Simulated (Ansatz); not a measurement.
Consider the ligand exchange at the Si–S bond: `N=C(F)S[SiH2]N` + H–F → `N[SiH2]F` + `N=C(F)S`.

Gas-phase electronic energies from Ansatz, PBE0-D4/def2-TZVP geometries. CBS: MP2 limit from def2 TZ/QZ plus the TZ coupled-cluster correction, frozen cores. This one scheme is used for every species. DFT in def2-TZVPP. B3LYP here is the variant with VWN-RPA as its local correlation; programs differ in this. HSE06 is defined as in plane-wave codes. Each species was taken in one conformer, which may not be the lowest.

**Question.** Is it downhill or uphill in electronic energy at CCSD(T)/CBS, and by how much? (Estimate.)

**Answer.** Computed: Downhill: ΔE = -20.6 kcal/mol.

**Question.** What do these levels give: LDA (SPW92), B97M-V, B3LYP-D4, HSE06-D4, BHLYP-D4, ωB97M-V, B2PLYP, PBE0, CCSD/def2-SVP, MP2/def2-TZVPP, SCS-MP2/def2-QZVPP, HF/CBS(def2)? (Estimate.)

**Answer.** Ansatz gave: LDA (SPW92) -19.4, B97M-V -22.9, B3LYP-D4 -21.6, HSE06-D4 -18.8, BHLYP-D4 -22.7, ωB97M-V -21.5, B2PLYP -23.2, PBE0 -20.4, CCSD/def2-SVP -21.1, MP2/def2-TZVPP -20.2, SCS-MP2/def2-QZVPP -21.9, HF/CBS(def2) -28.1 kcal/mol.

Largest T1 diagnostic among the species: 0.014.

From BLYP to BHLYP (50 % exact exchange), in def2-TZVPP and without D4, ΔE moves by −0.8 kcal/mol. In def2-TZVPP, CCSD(T) changes the Hartree–Fock value by +6.2 kcal/mol (the triples alone add +1.1 kcal/mol) and MP2 by +7.2 kcal/mol.
